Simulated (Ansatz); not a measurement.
Basis-set extrapolation for C5H8BFO3, SMILES `CC1=CC(C)=[O+][B-](O)(F)O1` (PBE0-D4/def2-TZVP geometry, frozen core, the Gaussian-basis code of Ansatz). Multiplicity 1, RHF reference.

```
                      def2-TZVPP   def2-QZVPP
                 HF  -543.123879  -543.147854
    MP2 correlation    -1.854089    -1.993505
CCSD(T) correlation    -1.970177      not run
```

Energies in hartree. Use E(X) = E(∞) + A·exp(−7.88·√X) for Hartree–Fock and E(X) = E(∞) + B·X^(−2.97) for correlation, with X = 3 and 4, and add CCSD(T) minus MP2 of the smaller set to the MP2 limit.

What is the CCSD(T) energy at the basis-set limit?

HF limit: -543.147854 + (-0.023975) × 0.13774 = -543.15116. MP2 limit: -1.993505 + (-0.139416) × 0.74074 = -2.09678. Higher-order term: -1.970177 − (-1.854089) = -0.11609. Total: -545.36403 hartree, 708.8 kJ/mol below CCSD(T)/def2-TZVPP.
